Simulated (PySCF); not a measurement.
**Electron correlation in As (arsenic, neutral)**

[Ar] 3d10 4s2 4p3, high-spin 4S determinant. Computed with PySCF 2.14 in def2-TZVP (6s5p4d1f, 48 functions), with no relativity, point nucleus. Frozen: [Ar] 3d10; 5 electrons correlated.

MP2 pair energies summed by pair of shells (mhartree):

```tsv
pair	energy	share (%)
4s-4p	-46.75	65.2
4p-4p	-15.40	21.5
4s-4s	-9.57	13.3
```

Total MP2 correlation energy: -71.72 mhartree.

Same-spin part -19.10 and opposite-spin part -52.62 mhartree; SCS-MP2 scales them by 1/3 and 6/5 to -69.51 mhartree.

```
  level  correlation energy (mhartree)
   CCSD                         -85.90
    (T)                          -2.86
CCSD(T)                         -88.76
```

Diagnostics: T1 = 0.0032, D1 = 0.0081, largest double amplitude 0.055.

Task: Is a single reference adequate?

Result: Yes, within this model without spin-orbit coupling: T1 lies below 0.03 and no double amplitude reaches 0.07.
